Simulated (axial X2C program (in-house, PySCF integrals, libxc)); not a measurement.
## Bond lengths and stretching modes, held linear, of RuSH

Computed with an in-house all-electron X2C program for linear molecules (integrals from PySCF): two-component X2C with atomic mean-field Coulomb and Gaunt terms, Gaussian nuclei, basis Ru dyall-v3z, S dyall-av3z, H dyall-v3z with contracted cores. Spin-free rows use the one-electron spin-free X2C Hamiltonian.

Masses Ru 101.904, S 31.972, H 1.008 u. States: 2c Ω = 7/2 (beyond evenly filled blocks: ω = -1/2, ω = 3/2, ω = 5/2); spin-free M_S = 3/2, Λ = 2 (beyond evenly filled blocks: π+α, π-α, δ+α, δ+β, δ-α).

PBE0, spin-free: energies above the lowest point

| r(Ru–S) (Å) | r(S–H) (Å) | E (meV) |
| --- | --- | --- |
| 2.0982 | 1.3153 | 37.78 |
| 2.0982 | 1.3490 | 22.23 |
| 2.0982 | 1.3827 | 34.67 |
| 2.1520 | 1.3153 | 13.79 |
| 2.1520 | 1.3490 | 0.00 |
| 2.1520 | 1.3827 | 14.34 |
| 2.1520 | 1.4164 | 51.97 |
| 2.2058 | 1.3153 | 30.03 |
| 2.2058 | 1.3490 | 17.74 |
| 2.2058 | 1.3827 | 33.70 |
| 2.2596 | 1.3490 | 66.17 |
| 2.2596 | 1.4164 | 124.36 |

**Question.** Fit a quadratic surface with cubic terms in each bond: where is the minimum, and what are the two stretching wavenumbers?

**Answer.** At PBE0, spin-free: bonds 2.153 and 1.348 Å; harmonic stretches 387.0 and 2628.5 cm⁻¹; force constants 2.2, 3.98 and coupling 0.14 mdyn/Å.

The other levels and Hamiltonians give:

| Hamiltonian | level | r(Ru–S) (Å) | r(S–H) (Å) | lower stretch (cm⁻¹) | upper stretch (cm⁻¹) |
| --- | --- | --- | --- | --- | --- |
| 2c | PBE0 | 2.154 | 1.348 | 386.4 | 2628.2 |
| 2c | HF | 2.419 | 1.320 | 125.4 | 2860.4 |
| 2c | B3LYP | 2.176 | 1.350 | 375.7 | 2579.1 |
| 2c | MP2 | 2.172 | 1.336 | 357.4 | 2727.7 |
| spin-free | HF | 2.412 | 1.320 | 140.5 | 2860.3 |
| spin-free | B3LYP | 2.175 | 1.350 | 376.4 | 2579.0 |
| spin-free | MP2 | 2.170 | 1.336 | 359.0 | 2726.2 |

Each state is one determinant, the lowest of a limited PBE0 search; the stretches come from a fit to these few points and carry an uncertainty of a few per cent. Other orders of the atoms were not compared. The levels spread by more than a fifth, so the stretches depend strongly on the method. MP2 freezes inner shells (threshold -2 hartree). The molecule was held linear; bending was not examined, so a bent shape may lie lower. Hydrosulfides and their kin are strongly bent in nature, so this linear model does not describe the real molecule. Note: functional without a current term on a determinant with orbital currents, of the molecule or an atom. Note: several unpaired electrons, one determinant need not be a pure state.
